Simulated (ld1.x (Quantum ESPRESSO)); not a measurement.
**Tl (Z = 81): one change to a TM potential, before and after**

ld1.x (Quantum ESPRESSO) 7.5 input, shortened:

```
&input
   title='Tl', zed=81., rel=1, dft='PZ', iswitch=3,
   config='[Xe] 4f14 5d10 6s2 6p0'
 /
 &inputp
   pseudotype=2, tm=.true., lloc=0,
   nlcc=.true., new_core_ps=.true., rcore=1.65
 /
2
6P  2  1   0.00   0.00  1.90  1.90  0.0
6S  1  0   2.00   0.00  2.20  2.20  0.0
 &test
   configts(1)='6s2 6p0'
 /
```

All-electron outer shells of the reference configuration (LDA (PZ), scalar-relativistic, ld1.x):

```
shell  level (eV)  outermost node (bohr)  outermost maximum (bohr)
   5d      -22.98                   0.53                      1.11
   6s      -16.69                   1.04                      2.05
   6p       -8.45                   1.22                      2.70
```

Change: reference 6s1 6p2.

Cutoffs: the cutoffs (Ry, on a coarse ladder) from which the occupation-weighted sum of valence levels, in a spherical-Bessel basis at the reference potential, stays within 10 and 1 mRy of its value at 400 Ry; they do not see the model core or the augmentation charge, which bear on the density cutoff. Errors are all-electron minus pseudo energies relative to the spin-unpolarised reference configuration.

Q: What does the change do?

A: The potential gets harder (18 Ry and 30 Ry → 35 Ry and 70 Ry); the bound ghosts move from d, p to p.

```csv
quantity,base,changed
"cutoff, loose",18 Ry,35 Ry
"cutoff, tight",30 Ry,70 Ry
bound ghosts,"p, d",p
"largest error over its own tests, meV",-214,-185
s: phases at 2.40 bohr within 0.05 rad from the reference energy up to (Ry; the scan ends near 5),2.8,3.2
p: phases at 2.40 bohr within 0.05 rad from the reference energy up to (Ry; the scan ends near 5),3.1,3.5
```

Base: The cutoffs count occupied waves only; the empty 6p level needs 30 Ry at the loose tolerance. A true bound ghost makes a file unfit for plane-wave use even where its test errors are small: the radial tests pick states by their node count and pass the ghost by.
